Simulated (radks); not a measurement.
Isoelectronic series with 3 electrons, each ion in its NIST ground configuration. All-electron calculation, scalar-relativistic Kohn-Sham, PBEsol, spin-polarised, spherical densities, point nucleus; open shells are filled with parallel spins first (spin-orbit coupling, left out, can overturn this in heavy ions). Program: a radial shooting solver on a logarithmic mesh with Libxc functionals. Total energies (hartree) and orbital eigenvalues (Ry):

| ion | configuration | E (hartree) | 2s up | 1s down | 1s up |
|---|---|---|---|---|---|
| Li | [He] 2s1 | -7.39836 | -0.23237 | -3.75055 | -3.76544 |
| O5+ | [He] 2s1 | -64.00264 | -9.40170 | -47.91845 | -48.03610 |
| Al10+ | [He] 2s1 | -177.15411 | -31.15943 | -142.3504 | -142.5745 |
| Ar15+ | [He] 2s1 | -347.32412 | -65.59834 | -287.4051 | -287.7374 |
| V20+ | [He] 2s1 | -575.23643 | -112.9012 | -483.6873 | -484.1299 |
| Ni25+ | [He] 2s1 | -861.87759 | -173.3224 | -732.0295 | -732.5851 |
| As30+ | [He] 2s1 | -1208.51841 | -247.1931 | -1033.508 | -1034.180 |
| Sr35+ | [He] 2s1 | -1616.74293 | -334.9291 | -1389.469 | -1390.261 |
| Tc40+ | [He] 2s1 | -2088.48635 | -437.0410 | -1801.556 | -1802.474 |
| Cd45+ | [He] 2s1 | -2626.08430 | -554.1480 | -2271.759 | -2272.808 |
| I50+ | [He] 2s1 | -3232.33639 | -686.9954 | -2802.459 | -2803.647 |
| Ce55+ | [He] 2s1 | -3910.5888 | -836.4774 | -3396.505 | -3397.841 |
| Eu60+ | [He] 2s1 | -4664.8418 | -1003.667 | -4057.301 | -4058.795 |
| Er65+ | [He] 2s1 | -5499.8924 | -1189.857 | -4788.928 | -4790.591 |
| Ta70+ | [He] 2s1 | -6421.5240 | -1396.610 | -5596.300 | -5598.148 |
